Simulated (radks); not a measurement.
The nuclear charge of the lithium ion Li2+ is varied continuously with 1 electrons held in 1s1. All-electron calculation, scalar-relativistic Kohn-Sham, LDA (Slater exchange, Perdew-Wang correlation), spin-unpolarised, spherical densities, point nucleus; without spin polarisation the odd electron is poorly described. Program: a radial shooting solver on a logarithmic mesh with Libxc functionals. By the Hellmann-Feynman theorem dE/dZ = E(electron-nucleus)/Z, the electronic potential at the nucleus. The scalar-relativistic energy here is not variational (the density holds large components alone), so the two differ by a part that grows with Z.

Z,E (hartree),E(electron-nucleus)/Z (hartree),HOMO,e(HOMO) (eV),<r> HOMO (bohr)
2.6,-3.18765,-2.50988,1s,-70.566,0.6038
2.8,-3.70958,-2.70941,1s,-83.460,0.5590
3,-4.27143,-2.90904,1s,-97.439,0.5203
3.2,-4.87320,-3.10874,1s,-112.50,0.4866
3.4,-5.51493,-3.30851,1s,-128.66,0.4570
3.6,-6.19661,-3.50834,1s,-145.89,0.4308
3.8,-6.91827,-3.70822,1s,-164.22,0.4074
4,-7.67991,-3.90816,1s,-183.63,0.3864

The central difference of E at Z = 3 is -2.909 hartree, to compare with the third column; the second derivative is -0.998 hartree.
